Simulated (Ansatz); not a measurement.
Computed with Ansatz on PBE0-D4/def2-TZVP structures; ΔE is electronic, products minus reactants. CCSD(T)/CBS is the MP2 limit (def2-TZVPP, def2-QZVPP) plus CCSD(T) − MP2 in def2-TZVPP, frozen cores. Functionals use def2-TZVPP. B3LYP here is the variant with VWN-RPA as its local correlation; programs differ in this. One conformer a species, not always the lowest.

Consider the ligand exchange at the Si–C bond: `C[SiH2]C[SiH2]F` + `CN[SiH3]` → `C[SiH2]N(C)[SiH3]` + `C[SiH2]F`.

`C[SiH2]C[SiH2]F`:

```xyz
14

C     0.363   -1.600   -1.207
Si   -0.295    0.146   -1.210
C    -0.888    0.661    0.499
Si    0.442    0.934    1.757
F     1.405   -0.352    1.809
H     0.711   -1.885   -2.203
H    -0.414   -2.307   -0.907
H     1.197   -1.697   -0.509
H    -1.430    0.264   -2.170
H     0.765    1.098   -1.650
H    -1.436    1.607    0.403
H    -1.601   -0.082    0.871
H     1.284    2.101    1.392
H    -0.103    1.112    3.127
```

`CN[SiH3]`:

Cartesian coordinates in Å:
```
C -0.255 -1.271 -0.522
N -0.378 0.171 -0.508
Si 0.430 1.167 0.631
H -0.449 -1.670 -1.522
H 0.768 -1.553 -0.259
H -0.926 -1.779 0.183
H -1.250 0.506 -0.886
H 1.888 0.876 0.567
H 0.017 0.974 2.056
H 0.155 2.579 0.260
```

`C[SiH2]N(C)[SiH3]`:

Cartesian coordinates in Å:
```
C -0.677 1.850 1.319
Si 0.724 0.873 0.567
N 0.162 -0.493 -0.335
C -0.477 -1.574 0.410
Si 0.449 -0.776 -2.011
H -0.283 2.688 1.901
H -1.281 1.237 1.993
H -1.334 2.251 0.543
H 1.619 0.418 1.673
H 1.507 1.724 -0.367
H -0.935 -1.203 1.332
H 0.234 -2.362 0.689
H -1.278 -2.036 -0.176
H 1.421 -1.884 -2.241
H -0.825 -1.179 -2.673
H 0.973 0.468 -2.625
```

`C[SiH2]F`:

```xyz
8

C     0.778   -0.345   -0.495
Si   -0.662    0.309    0.471
F    -1.965    0.329   -0.465
H     0.983    0.281   -1.366
H     1.674   -0.360    0.131
H     0.589   -1.364   -0.841
H    -0.971   -0.553    1.639
H    -0.425    1.703    0.925
```

| level | ΔE (kJ/mol) |
| --- | --- |
| PBE0-D4 | -47.6 |
| B3LYP-D4 | -53.8 |
| ωB97M-V | -51.6 |
| PBE0 | -45.7 |
| SCS-MP2/def2-TZVPP | -56.8 |
| CCSD/def2-TZVPP | -54.1 |
| SCS-MP2/def2-QZVPP | -57.0 |
| CCSD/CBS(def2) | -53.7 |

**Question.** What does CCSD(T)/CBS give? (Estimate.)

**Answer.** Ansatz gave: -53.9 kJ/mol. The listed levels differ from it by 6.3, 0.1, 2.3, 8.2, -2.9, -0.2, -3.1, 0.2 kJ/mol.

Largest T1 diagnostic among the species: 0.011.

The D4 term adds −3.4 kJ/mol with B3LYP and −1.9 kJ/mol with PBE0; it sums over pairs of atoms, weighted by their polarisabilities, and B3LYP, whose exchange is more repulsive, gets the larger term.
